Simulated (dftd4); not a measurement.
Here is a job for dftd4.
```
$ dftd4 mol.xyz --func tpssh --charge 0 --json dftd4.json --noedisp --property

# file mol.xyz
22

C     -1.77504489    -0.15419211     0.95810353
C     -0.76840575    -0.13730342    -0.19880335
C     -1.15823124    -1.21383039    -1.21017274
O     -0.86942477     1.14841393    -0.81692468
B      0.21679455     1.88224231    -0.47765229
O      1.13781395     1.18178064     0.22559658
C      0.73092190    -0.18813684     0.28138958
C      0.93589637    -0.71651378     1.70003172
C      1.64641146    -0.96262237    -0.67469209
H     -2.76727097     0.03377745     0.55440757
H     -1.54858855     0.63559343     1.66969349
H     -1.77551462    -1.11521817     1.46352174
H     -2.20548957    -1.08539787    -1.47234630
H     -0.57277491    -1.13035295    -2.12003870
H     -1.02218357    -2.20221407    -0.77984665
H      0.34570089     3.00142624    -0.76166501
H      0.43205319    -0.09141387     2.43008365
H      1.99904572    -0.70697816     1.92719343
H      0.56858196    -1.73602217     1.77924377
H      1.55575249    -0.57339505    -1.68547743
H      2.67628670    -0.82371634    -0.35394660
H      1.41402789    -2.02326310    -0.66707659
```

Q: What dispersion energy does D4 for tpssh run with dftd4 give?

A: -17.10 kcal/mol

Q: Predict the partial charges in atom order from D4 for tpssh.

A: C1 -0.21, C2 0.10, C3 -0.22, O4 -0.29, B5 -0.03, O6 -0.29, C7 0.10, C8 -0.22, C9 -0.21, H10 0.10, H11 0.11, H12 0.08, H13 0.10, H14 0.10, H15 0.08, H16 0.13, H17 0.10, H18 0.10, H19 0.08, H20 0.11, H21 0.10, H22 0.08
